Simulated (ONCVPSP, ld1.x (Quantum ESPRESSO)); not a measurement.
**Potentials for B compared**

Generated with ld1.x 7.5 (TM, RRKJ, ultrasoft, PAW), atompaw 4.2 or ONCVPSP 4.0.1. The cutoff is in Ry: for ld1.x and atompaw files where the sum of valence levels is converged to 10 mRy in a Bessel basis, for ONCV files where the hardest occupied wave has 1 mHa per electron of residual kinetic energy. The error is the largest all-electron minus pseudo excitation energy over each file’s own four to seven test configurations (ionisations up to +4, promotions, holes and added fractions of an electron), all of which were solved. The labels leave out finer settings (local radius, basis sizes, second energies), which also bear on the numbers. Spin-polarised tests are not counted. The rows are a selection from randomly drawn settings: files with unsolved tests, undetermined cutoffs or missed reference levels are left out.

| potential | cutoff (Ry) | largest error (meV) | bound ghosts |
| --- | --- | --- | --- |
| PAW, PBEsol, scalar-relativistic, rc 1.25/2.05 (sp), local smoothed, core correction yes, reference 2s2 2p0 | 18 | -3.4 | none |
| ONCV, LDA (Perdew-Wang 92), scalar-relativistic, rc 1.65/2.55/2.20 (spd), local smoothed, core correction yes, reference 2s1.5 2p1.5, qcut 4.2/4.6/4.3, projectors 2/3/2 | 17 | +13 | none |
| ONCV, PBE, scalar-relativistic, rc 1.10/2.75/2.10 (spd), local s, core correction no, reference 2s1.5 2p1.5, qcut 4.9/6/4.7, projectors 0/2/2 | 104 | +238 | none |
| ONCV, PBE, fully relativistic, rc 1.35/2.80/2.20 (spd), local s, core correction yes, reference 2s1 2p2, qcut 4.8/6.1/3.7, projectors 0/3/2 | 22 | +278 | none |

Fill in the row for B: TM, PBEsol, scalar-relativistic, rc 1.05/2.50 (sp), local smoothed, core correction yes, reference 2s2 2p0.5.

cutoff 45 Ry, largest error +93 meV, bound ghosts: none.
